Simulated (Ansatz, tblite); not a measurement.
Spin states of GeCl₂ (the lowest singlet isomer of a short search), each relaxed with B3LYP-D4/def2-TZVP in Ansatz. Electronic energies in the gas phase.

The xTB rows come from tblite. Correlated methods freeze 19 core orbitals; core or outer-core shells of Ge are correlated, in sets that lack core-valence functions. HOMO above LUMO, or a gap near zero within one spin, warns that the state may not be the lowest or that an electron is smeared out. The structure comes from a short search, and lower isomers may exist.

Singlet geometry (C2v within 0.1 Å):

```csv
atom,x (Å),y (Å),z (Å)
Ge1,0.7342,0.4967,-0.3112
Cl2,-1.2278,0.1418,-1.2519
Cl3,0.4936,-0.6386,1.5632
```

Triplet geometry (C2v within 0.1 Å):

```xyz
3

Ge    0.365   -0.149    0.628
Cl    1.236    1.170   -0.880
Cl   -1.601   -1.021    0.252
```

Quintet geometry (C∞v within 0.1 Å):

```
atom    x (Å)    y (Å)    z (Å)
 Ge1   0.0854   0.1284   0.0543
 Cl2   1.2444   1.8972   0.8260
 Cl3  -1.3298  -2.0256  -0.8803
```

⟨S²⟩: triplet 2.01 at PBE0-D4/def2-TZVP (pure 2.00), quintet 6.01 at PBE0-D4/def2-TZVP (pure 6.00).

Only these spin states were relaxed. The quintet has other bonds than the singlet, so the gap mixes isomer and spin.

```tsv
level	triplet − singlet (kcal/mol)	quintet − singlet (kcal/mol)	lowest of these	remarks
GFN1-xTB	68.0	201.3	singlet	–
GFN2-xTB	92.6	228.3	singlet	–
HF/STO-3G	40.2	141.0	singlet	–
HF/def2-TZVPP	44.7	126.9	singlet	–
PBE-D4/def2-TZVP	61.0	167.0	singlet	gap within one spin near zero (quintet)
BLYP-D4/def2-TZVP	64.3	168.4	singlet	gap within one spin near zero (quintet)
r2SCAN-D4/def2-TZVP	57.1	163.8	singlet	gap within one spin near zero (quintet)
PBE0-D4/def2-TZVP	58.9	168.0	singlet	–
r2SCAN0-D4/def2-TZVP	55.5	161.8	singlet	–
CAM-B3LYP-D4/def2-TZVP	62.4	171.8	singlet	–
ωB97M-V/def2-TZVP	63.5	175.3	singlet	–
MP2/def2-TZVPP	59.6	169.4	singlet	–
```

Change of the quintet − singlet gap on mixing in exact exchange, in kcal/mol: PBE to PBE0 (25 % exact exchange) 1.0; r2SCAN to r2SCAN0 (25 % exact exchange) -2.0.

The xTB methods have no term that favours high spin, so they put low spin too low.
